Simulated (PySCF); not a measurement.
From one molecule to another.

First species: C₈H₁₁BO.
SMILES: `COC1=CC=CC=CB1C`

Second species: C5H7NOSi.
InChI=1S/C5H7NOSi/c6-4-8-5-2-1-3-7-5/h1-4,6H,8H2/b6-4-

Levels: CAM-B3LYP/def2-SVPD for dipole moment, HOMO energy, LUMO energy, HOMO–LUMO gap, static isotropic polarisability and electronic spatial extent ⟨r²⟩ about the centre of nuclear charge; TDDFT CAM-B3LYP/def2-SVPD for lowest singlet excitation; TDA CAM-B3LYP/def2-SVPD for lowest triplet excitation (Tamm–Dancoff); ΔSCF CAM-B3LYP/def2-SVPD for vertical ionisation energy; PBE0-D3(BJ)/def2-SVP for rotational constant A and rotational constant C. Geometries: PBE0-D3(BJ)/def2-SVP. Each species is one conformer at its optimised geometry, gas phase, non-relativistic unless stated. Electronic properties by PySCF.

The conformers computed, where there is a choice (atom-mapped SMILES and torsion angles):
- `[CH3:1][O:2][C:3]1=[CH:4][CH:5]=[CH:6][CH:7]=[CH:8][B:9]1[CH3:10]`: C1–O2–C3–C4 0°
- `[H]/[N:1]=[CH:2]\[SiH2:3][c:4]1[cH:5][cH:6][cH:7][o:8]1`: N1–C2–Si3–C4 -8°, C2–Si3–C4–C5 -124°

| property | column X | column Y |
| --- | --- | --- |
| dipole moment | 2.41 D | 2.72 D |
| HOMO energy | -7.41 eV | -8.26 eV |
| LUMO energy | -0.55 eV | 0.24 eV |
| HOMO–LUMO gap | 6.86 eV | 8.50 eV |
| lowest singlet excitation | 4.19 eV | 4.36 eV |
| lowest triplet excitation (Tamm–Dancoff) | 2.61 eV | 3.52 eV |
| static isotropic polarisability | 121.7 au | 93.1 au |
| vertical ionisation energy | 7.97 eV | 8.96 eV |
| electronic spatial extent ⟨r²⟩ about the centre of nuclear charge | 1601 bohr² | 1217 bohr² |
| rotational constant A | 1.915 GHz | 3.519 GHz |
| rotational constant C | 0.722 GHz | 0.974 GHz |

Question: Which column belongs to which species?

Answer: Column X is the first species and column Y the second. The first has 21 atoms and 72 electrons, the second 15 and 66.

Question: How does each property change from the first species to the second?

Answer: dipole moment +0.31 D; HOMO energy -0.85 eV; LUMO energy +0.79 eV; HOMO–LUMO gap +1.64 eV; lowest singlet excitation +0.17 eV; lowest triplet excitation (Tamm–Dancoff) +0.91 eV; static isotropic polarisability -28.6 au; vertical ionisation energy +0.99 eV; electronic spatial extent ⟨r²⟩ about the centre of nuclear charge -384 bohr²; rotational constant A +1.604 GHz; rotational constant C +0.252 GHz.

On the first: The polarisability is 18.04 Å³ as a volume (1 au = 0.148185 Å³), or 1.69 au for each of the 72 electrons. S1 lies 2.67 eV below the HOMO–LUMO gap; its leading configuration is HOMO→LUMO, weight 0.73.

On the second: The vertical singlet–triplet gap S1 − T1 is 0.84 eV (TDDFT singlet less Tamm–Dancoff triplet; S1: HOMO−1→LUMO, weight 0.59; T1: HOMO−1→LUMO, weight 0.60).
